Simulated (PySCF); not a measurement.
**Working out the excitation energy of B²⁺**

B²⁺ [He] 2s1 (2S) → B²⁺ [He] 3d1 (2D). Computed with PySCF 2.14 in x2c-TZVPPall with one added diffuse shell each of s, p, d type (6s4p3d1f, 40 functions), with scalar relativity by spin-free X2C-1e. Frozen: nothing. Energies in hartree (1 hartree = 27.21139 eV):

```csv
part,B²⁺ (lower),B²⁺ (upper)
UHF,-23.381996,-22.489894
CCSD correlation,-0.015701,-0.015114
(T),-0.000008,-0.000001
```

Problem. What does Hartree-Fock give?

Solution. (-22.489894) − (-23.381996) = 0.892102 hartree = 24.275 eV.

Problem. What do CCSD and CCSD(T) give?

Solution. The CCSD correlation energies differ by 0.000587 hartree = 0.016 eV and the triples by 0.000007 hartree = 0.000 eV, so CCSD gives 24.291 eV and CCSD(T) 24.291 eV.
